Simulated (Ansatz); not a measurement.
BGeH₅N (`B[N][GeH3]`) radical. The species carries charge 0 and has multiplicity 2. Geometry: relaxed with PBE0-D4/def2-TZVP.

```xyz
8

B     1.206   -1.270   -0.257
N     0.289   -0.307   -0.109
Ge   -0.948    0.995    0.185
H     2.184   -1.289    0.452
H     1.064   -2.125   -1.099
H    -2.332    0.335    0.240
H    -0.873    2.027   -0.948
H    -0.590    1.633    1.536
```

Question: What is the dipole moment at ωB97M-V/def2-TZVPP? (Estimate.)

Answer: Ansatz gave: 1.64 D, with components (-1.12, 1.16, 0.27) D in this frame, pointing from negative to positive charge.

Question: And with PBE, r2SCAN, B3LYP? (An estimate is asked.)

Answer: Computed: PBE 1.53 D, r2SCAN 1.57 D, B3LYP 1.59 D.

Question: Give the Mulliken charges with ωB97M-V, r2SCAN, PBE in def2-TZVPP. (Best estimate.)

Answer: Computed: 
```json
{"atom": "B1", "ωB97M-V": "-0.17", "r2SCAN": "-0.06", "PBE": "-0.12"}
{"atom": "N2", "ωB97M-V": "-0.20", "r2SCAN": "-0.19", "PBE": "-0.11"}
{"atom": "Ge3", "ωB97M-V": "0.22", "r2SCAN": "0.28", "PBE": "0.21"}
{"atom": "H4", "ωB97M-V": "0.05", "r2SCAN": "-0.01", "PBE": "0.01"}
{"atom": "H5", "ωB97M-V": "0.05", "r2SCAN": "-0.01", "PBE": "0.01"}
{"atom": "H6", "ωB97M-V": "0.02", "r2SCAN": "-0.01", "PBE": "0.00"}
{"atom": "H7", "ωB97M-V": "0.01", "r2SCAN": "-0.01", "PBE": "0.00"}
{"atom": "H8", "ωB97M-V": "0.03", "r2SCAN": "0.00", "PBE": "0.01"}
```

B3LYP here is the variant with VWN-RPA as its local correlation; programs differ in this.
